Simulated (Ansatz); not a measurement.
`B[N](C)[GeH3]` + `O=CO` → `BC(=O)O` + `C[NH][GeH3]` at 700 K and 1 bar (formal exchange of groups at a B–N bond).

Isolated molecules relaxed with PBE0-D4/def2-TZVP in Ansatz; ΔE leaves out vibrations. CBS: MP2 limit from def2 TZ/QZ plus the TZ coupled-cluster correction, frozen cores. This one scheme is used for every species. For Ge outer-core shells are correlated without core-valence functions, which leaves a few kJ/mol of doubt a bond. Scalar relativity is left out up to krypton. One conformer a species, not always the lowest.

```tsv
species	CCSD(T)/CBS energy (Eh)	H − E (kJ/mol)	S (J/(mol·K))
`B[N](C)[GeH3]`	-2198.49616	314.6	455.1
`O=CO`	-189.60296	123.9	296.8
`BC(=O)O`	-214.97533	168.9	362.5
`C[NH][GeH3]`	-2173.06430	268.1	408.1
```

H − E and S are ideal-gas, rigid-rotor, harmonic terms from PBE0-D4/def2-TZVP, for one conformer and one mirror image of each species. 1 Eh = 2625.50 kJ/mol, R = 8.31446 J/(mol·K).

By hand: ΔE, ΔH, ΔS and ΔG.

ΔE = (-214.97533) + (-2173.06430) − (-2198.49616) − (-189.60296) = 0.05949 Eh = 156.2 kJ/mol. Δ(H − E) = 168.9 + 268.1 − 314.6 − 123.9 = -1.5, so ΔH = 154.7 kJ/mol. ΔS = 362.5 + 408.1 − 455.1 − 296.8 = 18.7 J/(mol·K). ΔG = 154.7 − 700 × (18.7)/1000 = 141.6 kJ/mol.

By hand: the equilibrium constant, and the temperature at which ΔG would vanish if ΔH and ΔS stayed fixed.

log₁₀ K = −ΔG/(RT ln 10) = -10.6. ΔG = 0 at ΔH/ΔS = 8273 K, far beyond where these terms or the molecules hold.

ΔH outweighs TΔS. A doubt of 5 kJ/mol in ΔE shifts log₁₀ K by 0.4 here. Other conformers and mirror images would add mixing entropy, several J/(mol·K) or more a flexible species. These are equilibria of isolated gas molecules and say nothing of rates. Largest T1 diagnostic: 0.019 (customary marks: 0.02 for closed shells, 0.045 for open ones).
